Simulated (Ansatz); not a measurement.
One geometry of the cluster H₂Au₂⁻, several levels of theory.

```yaml
crystal:
  periodic: [false, false, false]
  atoms:
    - {symbol: Au, position_ang: [1.331866, 0.365068, 0.145908]}
    - {symbol: Au, position_ang: [-1.331793, -0.365512, -0.145443]}
    - {symbol: H, position_ang: [-2.884410, -0.791578, -0.312080]}
    - {symbol: H, position_ang: [2.884338, 0.792022, 0.311615]}
basis:
  gaussian: {orbitals: def2-TZVPD, initial_orbitals: start.molden}
total_charge: -1
magnetization: {spin_polarized: true, initial_magnetization: 1}
hamiltonian: {xc: pbe0, dispersion: d4}
scf: {omitted_lower_state_checks: [starts]}
output: {orbitals: {seedname: orbitals}}
```

The file start.molden holds the orbitals of an earlier run on this structure, at another level or in another basis.

```sh
$ ansatz run in.yaml --threads 4 --pin off --events-out ev --progress --plain --max-ram 3916MiB
```

It prints (some lines left out):

```
Functional definition: PBE0
924 factors; their error is unknown
mean field evaluation 1: about -7408.9956 eV, gradient 1.2e2 eV
mean field evaluation 2: about -7413.9289 eV, gradient 9.8e0 eV
mean field evaluation 4: about -7420.4500 eV, gradient 8.2e0 eV
mean field evaluation 8: about -7421.1643 eV, gradient 4.0e-4 eV
mean field -7421.16429560 eV, -272.7227576176 hartree, gradient 9.8e-6 eV, S^2 0.759586; 0 other end points of the search recorded, 0 dependent functions left out
reference -7421.16432632 eV, -272.7227587466 hartree; 21, 20 occupied and 83, 84 virtual orbitals, 924 factors
Total energy: -7421.25053879 eV, -272.7259269962 hartree
Checks for a lower state left out: starts
```

Hardware: 4 threads of Arm Neoverse V1 on a shared host. Wall time 1.9 s.

First input, but with `correlation: {method: ccsd_t}`, `scf: {omitted_lower_state_checks: [starts, cluster_reference]}` and without the key `hamiltonian` (abridged; 56 s):

```
Functional definition: HF
mean field -7367.98193668 eV, -270.7683419754 hartree, gradient 2.4e-6 eV, S^2 0.780213
second order -25.23931971 eV of doubles, -0.00000000 eV of singles
cycle   1  -22.30102931 eV  change     2.9e0 eV  update   1.8e-1
cycle   2  -23.33103413 eV  change    -1.0e0 eV  update   6.0e-2
cycle   3  -23.52805735 eV  change   -2.0e-1 eV  update   3.8e-2
cycle   4  -23.49220013 eV  change    3.6e-2 eV  update   1.8e-2
cycle   5  -23.47831334 eV  change    1.4e-2 eV  update   9.7e-3
cycle   6  -23.48973552 eV  change   -1.1e-2 eV  update   5.1e-3
cycle   7  -23.49011444 eV  change   -3.8e-4 eV  update   2.4e-3
cycle   8  -23.48931985 eV  change    7.9e-4 eV  update   9.1e-4
cycle   9  -23.49008233 eV  change   -7.6e-4 eV  update   4.1e-4
cycle  10  -23.48992656 eV  change    1.6e-4 eV  update   1.5e-4
cycle  11  -23.48972985 eV  change    2.0e-4 eV  update   6.8e-5
cycle  12  -23.48984333 eV  change   -1.1e-4 eV  update   3.1e-5
cycle  13  -23.48982541 eV  change    1.8e-5 eV  update   1.1e-5
perturbative correction -0.74266776 eV, -0.0272925369 hartree
Total energy: -7392.21442985 eV, -271.6588696739 hartree
Checks for a lower state left out: starts, cluster_reference
```

The first input with `hamiltonian: {xc: {name: wB97X-V}}` (abridged; 5.5 s):

```
Functional definition: wB97X-V
mean field -7419.25907671 eV, -272.6527421145 hartree, gradient 2.4e-5 eV, S^2 0.761110
Total energy: -7419.25907502 eV, -272.6527420526 hartree
Checks for a lower state left out: starts
```

First input, but with `hamiltonian: {xc: r2scan, dispersion: d4}` (abridged; 2.9 s):

```
Functional definition: r2SCAN
mean field -7424.90576551 eV, -272.8602541004 hartree, gradient 1.7e-5 eV, S^2 0.761104
Total energy: -7424.92760560 eV, -272.8610567091 hartree
Checks for a lower state left out: starts
```

First input, but with `hamiltonian: {xc: pbe, dispersion: d4}`, `output: {forces: true, orbitals: {seedname: orbitals}}` (abridged; 1.6 s):

```
Functional definition: PBE
mean field -7423.90050561 eV, -272.8233114805 hartree, gradient 1.6e-5 eV, S^2 0.754579
Total energy: -7424.00172188 eV, -272.8270311100 hartree
Atom 0 force    -0.103640    -0.028636    -0.010168 eV/Å
Atom 1 force     0.103629     0.028655     0.010145 eV/Å
Atom 2 force    -0.090453    -0.024944    -0.009224 eV/Å
Atom 3 force     0.090464     0.024925     0.009247 eV/Å
Dipole moment:     0.000016    -0.000090     0.000095 e Å
Checks for a lower state left out: starts
```

As the first input, with `hamiltonian: {xc: {name: revPBE}, dispersion: d4}` (abridged; 1.4 s):

```
Functional definition: revPBE
mean field -7426.43466914 eV, -272.9164402726 hartree, gradient 1.4e-5 eV, S^2 0.755178
Total energy: -7426.67444991 eV, -272.9252520533 hartree
Checks for a lower state left out: starts
```

Geometry: PBE0-D4/def2-TZVPD.

In the def2 sets Au takes a core potential; there is no spin–orbit coupling. Correlated methods freeze no core orbitals; core or outer-core shells of Au are correlated, in sets that lack core-valence functions. Another isomer (doublet) lies 0.13 eV lower at PBE0-D4/def2-TZVPD; other spin states weren't run for this one.
